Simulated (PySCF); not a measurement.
Stepwise substitution at one centre (In H-NH2). Isolated molecules, 0 K electronic values unless said otherwise. One relaxed conformer stands for each flexible species; it need not be the lowest. Strings in code marks are SMILES.

The LUMO from two functionals at the same geometries (r2SCAN-D4/def2-TZVP), both in PySCF: PBE-D3(BJ)/def2-TZVP and r2SCAN-D4/def2-TZVP. 

| species | r2SCAN-D4/def2-TZVP (eV) |
|---|---|
| 0 of 3 H replaced by NH2 (`[InH3]`) | -2.30 |
| 1 of 3 H replaced by NH2 (`[NH2][InH2]`) | -1.47 |
| 2 of 3 H replaced by NH2 (`[NH2][InH][NH2]`) | -0.88 |
| 3 of 3 H replaced by NH2 (`[NH2][In]([NH2])[NH2]`) | -1.26 |

**Question.** What does PBE-D3(BJ)/def2-TZVP give for each?

**Answer.** 
- 0 of 3 H replaced by NH2 (`[InH3]`): -2.64
- 1 of 3 H replaced by NH2 (`[NH2][InH2]`): -1.77
- 2 of 3 H replaced by NH2 (`[NH2][InH][NH2]`): -1.18
- 3 of 3 H replaced by NH2 (`[NH2][In]([NH2])[NH2]`): -1.57
Over these rows, drawn at random from the members with no instability flagged (it was tested for open shells, ions and some series alone), PBE minus r2SCAN-D4: mean -0.31 eV, from -0.34 eV to -0.30 eV.
